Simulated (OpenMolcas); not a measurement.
Os3+ among 4 point charges of -1.6 e arranged as a tetrahedron (Td), 2.01 Å from the ion.

| Quantity | Value |
| --- | --- |
| Program | OpenMolcas |
| Method | SS-CASPT2, IPEA 0.25 Eh, imaginary shift 0.1 Eh (closed shells correlated: 4f 5s 5p) |
| Basis | ANO-RCC-VDZP [7s6p4d2f1g] |
| Scalar Hamiltonian | DKH2, point nucleus |
| Active space | 5 electrons in 5 orbitals (5d) |
| State averaging | 2S+1 = 6 even, 1 root; 2S+1 = 4 even, 24 roots; 2S+1 = 2 even, 75 roots |
| Spin-orbit coupling | RASSI with atomic mean-field integrals over the reference wave functions |

What is the spin-free ground state (labels of Td)?

6A1, 1-fold in its orbital part, 100 % from free-ion S terms; it has the highest spin that d5 allows.

What are the lowest two levels with spin-orbit coupling?

A 4-fold level Γ8, then a 2-fold level Γ7 19 cm-1 above it. Their leading multiplicities are 6 (87 %) and 6 (88 %).

What is χT at 300 K?

4.14 cm3 K/mol.

Roots that are degenerate in the reference are averaged as groups; the widest CASPT2 spread within a group is 200 cm-1 (the 3-fold group of multiplicity 2 near 34600 cm-1 above the lowest state of its run). Shifts and gaps below about the spread of the groups concerned are not significant. Point charges give a weaker field than real ligands, and real ions of this kind are as a rule low spin; the high spin found here belongs to the model. Free-ion shares, where given, are those of the reference states; single-state CASPT2 does not remix them. Point charges carry no covalency, so the field is a model and not that of real ligands. No measured value stands beside these numbers.
